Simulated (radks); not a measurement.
Se II, configuration [Ar] 3d10 4s2 4p3. All-electron calculation, Dirac Kohn-Sham, exchange-only PBE, spin-unpolarised, spherical densities, finite nucleus; open shells fill j = l - 1/2 first; Fermi nuclear charge, rms radius 4.14 fm. Program: a radial shooting solver on a logarithmic mesh with Libxc functionals.

Unscreened Slater integrals over Kohn-Sham orbitals (hartree). Large and small components are both included.

F0(4p3/2,4p3/2): 0.41795
F2(4p3/2,4p3/2): 0.21654
F0(4p3/2,4p1/2): 0.42187
G2(4p3/2,4p1/2): 0.21841
F0(4p3/2,4s1/2): 0.45869
G1(4p3/2,4s1/2): 0.29813
F0(4p3/2,3d5/2): 0.54867
F2(4p3/2,3d5/2): 0.10786
G1(4p3/2,3d5/2): 0.036883
G3(4p3/2,3d5/2): 0.033227
F0(4p1/2,4p1/2): 0.42591
F0(4p1/2,4s1/2): 0.46404
G1(4p1/2,4s1/2): 0.30507
F0(4p1/2,3d5/2): 0.55827
G3(4p1/2,3d5/2): 0.034854
F0(4s1/2,4s1/2): 0.51543
F0(4s1/2,3d5/2): 0.65879
G2(4s1/2,3d5/2): 0.058574
F0(3d5/2,3d5/2): 1.4557
F2(3d5/2,3d5/2): 0.69015
F4(3d5/2,3d5/2): 0.43276
